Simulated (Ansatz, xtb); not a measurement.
## Relative energy of two isomers of H4OSi3+

We compare X, the doublet with the links of `[Si]=[O+][SiH2][SiH2]`, with Y, the doublet with the links of `[Si]=[O+][SiH][SiH3]`. Both are isolated ions in the gas phase, relaxed with B3LYP-D3(BJ)/def2-SVP; the shapes shown needn't be the lowest conformers.

X (Å):

```xyz
8

O     0.7591   -3.0683   -0.0310
Si    0.5240    0.2305    0.2046
Si    0.0620   -1.7135   -0.9924
Si    1.3628   -4.2447    0.8030
H     1.4793    1.1309   -0.4906
H    -0.6952    0.8929    0.7351
H    -1.3609   -2.1235   -1.0603
H     0.7817   -1.8849   -2.2770
```

Y (Å):

```
atom    x (Å)    y (Å)    z (Å)
   O  -0.2956   0.3141   2.3173
  Si  -0.8462   1.1362   3.5466
  Si   0.4224  -0.5271   0.9364
  Si  -1.2164  -0.6052  -0.7702
   H   0.9554  -1.7652   1.5712
   H  -1.5516   0.8106  -1.0692
   H  -0.5810  -1.3052  -1.9134
   H  -2.3860  -1.3412  -0.2150
```

Q: Estimate which is lower in electronic energy at CCSD(T)/def2-SVP + ΔMP2/def2-TZVPP, and by roughly how much.

A: The CCSD(T)/def2-SVP + ΔMP2/def2-TZVPP calculation puts structure X lower, by 2.0 kcal/mol.

How the difference moves with the method:

| level | geometry | E(Y) − E(X) (kcal/mol) | departure from the last row (kcal/mol) | job, with rough time for the two |
| --- | --- | --- | --- | --- |
| B3LYP-D3(BJ)/def2-SVP | B3LYP-D3(BJ)/def2-SVP | −0.7 | −2.8 | optimisation, 3.2 min |
| HF/def2-SVP | B3LYP-D3(BJ)/def2-SVP | +2.2 | +0.2 | part of the CCSD(T) run |
| MP2/def2-SVP | B3LYP-D3(BJ)/def2-SVP | +2.0 | 0.0 | part of the CCSD(T) run |
| CCSD(T)/def2-SVP | B3LYP-D3(BJ)/def2-SVP | +1.8 | −0.2 | single point |
| CCSD(T)/def2-SVP + ΔMP2/def2-TZVPP | B3LYP-D3(BJ)/def2-SVP | +2.0 |  | single point, 41 s |

As drawn, both hold the same kinds of bond in the same numbers.

B3LYP-D3(BJ)/def2-SVP puts the two in the other order. The largest departure from CCSD(T)/def2-SVP + ΔMP2/def2-TZVPP is that of B3LYP-D3(BJ)/def2-SVP, 2.8 kcal/mol. Levels run at GFN2-xTB geometries aren't shown. The last row adds to CCSD(T) the change of the MP2 difference between the two basis sets, here +0.2 kcal/mol.

With harmonic frequencies from B3LYP-D3(BJ)/def2-SVP (ideal gas, rigid rotor, one conformer each, 200 K, 1 atm): on the last row, ΔE + ΔZPE = +2.0 kcal/mol. A mode under 50 cm⁻¹ makes harmonic enthalpies and free energies unreliable, so none is given.

Open shells are spin-unrestricted. The correlated steps freeze 16 core orbitals. Run with Ansatz 0.2.0; the last row on 2 threads of Intel(R) Xeon(R) Platinum 8259CL CPU @ 2.50GHz (Skylake/Cascade Lake) on a shared host.
